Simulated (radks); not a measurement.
Spherical quantum dot in the effective-mass picture: electrons in a parabolic well V = omega^2 r^2 / 2 with omega = 1.71, all in effective atomic units (hartree* = m*/eps^2 hartree, bohr* = eps/m* bohr), one dielectric constant everywhere. Method: non-relativistic Kohn-Sham, r2SCAN, spin-polarised, spherical densities, generalised Kohn-Sham scheme; computed with a radial shooting solver with Libxc functionals. Levels are named by radial order and angular momentum (1s, 1p, 1d, 2s, ...), and open shells are averaged over m. Each electron was tried in the lowest free levels, single moves between levels near the top were tried too, and the lowest total energy was kept; such a search can miss a lower state. At N = 1 the Hartree and exchange-correlation terms need not cancel, so that row can carry a self-interaction error.

| N | open shells | 2S | E (hartree*) | mu = E(N) - E(N-1) (hartree*) | addition energy mu(N+1) - mu(N) (hartree*) | e(HOMO) (hartree*) | rms radius (bohr*) |
|---|---|---|---|---|---|---|---|
| 1 | 1s(up 1, down 0) | 1 | 2.56681 | 2.5668 | 0.9759 | 2.9126 | 0.9368 |
| 2 | none | 0 | 6.10953 | 3.5427 | 2.226 | 3.8764 | 0.9829 |
| 3 | 1p(up 1, down 0) | 1 | 11.8780 | 5.7685 | 0.5904 | 6.0572 | 1.105 |
| 4 | 1p(up 2, down 0) | 2 | 18.2369 | 6.3589 | 0.6157 | 6.6647 | 1.173 |
| 5 | 1p(up 3, down 0) | 3 | 25.2115 | 6.9746 | 0.8718 | 7.2850 | 1.222 |
| 6 | 1p(up 3, down 1) | 2 | 33.0579 | 7.8464 | 0.5485 | 8.1163 | 1.264 |
| 7 | 1p(up 3, down 2) | 1 | 41.4527 | 8.3948 | 0.5682 | 8.6769 | 1.300 |
| 8 | none | 0 | 50.4158 | 8.9631 | 1.878 | 9.2499 | 1.331 |
| 9 | 1d(up 1, down 0) | 1 | 61.2573 | 10.841 | 0.4957 | 11.088 | 1.379 |
| 10 | 1d(up 2, down 0) | 2 | 72.5945 | 11.337 | 0.5002 | 11.587 | 1.420 |
| 11 | 1d(up 3, down 0) | 3 | 84.4319 | 11.837 | 0.5006 | 12.088 | 1.456 |
| 12 | 1d(up 4, down 0) | 4 | 96.7699 | 12.338 | 0.4990 | 12.588 | 1.488 |
| 13 | 1d(up 5, down 0) | 5 | 109.607 | 12.837 | 0.7040 | 13.086 | 1.517 |
| 14 | 1d(up 5, down 1) | 4 | 123.148 | 13.541 | 0.4615 | 13.771 | 1.545 |
| 15 | 1d(up 5, down 2) | 3 | 137.151 | 14.003 | 0.4666 | 14.235 | 1.570 |
| 16 | 1d(up 5, down 3) | 2 | 151.620 | 14.469 | 0.4681 | 14.703 | 1.594 |
| 17 | 1d(up 5, down 4) | 1 | 166.557 | 14.937 | 0.4677 | 15.171 | 1.617 |
| 18 | none | 0 | 181.962 | 15.405 | 0.6175 | 15.638 | 1.638 |
| 19 | 2s(up 1, down 0) | 1 | 197.984 | 16.022 | 0.5624 | 16.252 | 1.659 |
| 20 | none | 0 | 214.569 | 16.585 | 1.339 | 16.804 | 1.680 |
| 21 | 1f(up 1, down 0) | 1 | 232.493 | 17.924 | 0.4206 | 18.134 | 1.705 |
| 22 | 1f(up 2, down 0) | 2 | 250.837 | 18.344 | 0.4207 | 18.555 | 1.728 |
| 23 | 1f(up 3, down 0) | 3 | 269.602 | 18.765 | 0.4198 | 18.975 | 1.751 |
| 24 | 1f(up 4, down 0) | 4 | 288.787 | 19.185 | 0.4185 | 19.394 | 1.772 |
| 25 | 1f(up 5, down 0) | 5 | 308.390 | 19.603 | 0.4168 | 19.812 | 1.792 |
| 26 | 1f(up 6, down 0) | 6 | 328.410 | 20.020 | 0.4150 | 20.228 | 1.811 |
| 27 | 1f(up 7, down 0) | 7 | 348.845 | 20.435 | 0.5725 | 20.642 | 1.830 |
| 28 | 1f(up 7, down 1) | 6 | 369.853 | 21.008 | - | 21.206 | 1.848 |

All shells are closed at N = 2, 8, 18, 20 (there: 1s2 1p6 1d10 2s2); the second difference of the energy has clear peaks (12 % above both neighbours; the first and last values, which can be the largest, are not judged, and half-filled shells can peak too) at N = 2, 5, 8, 13, 20.
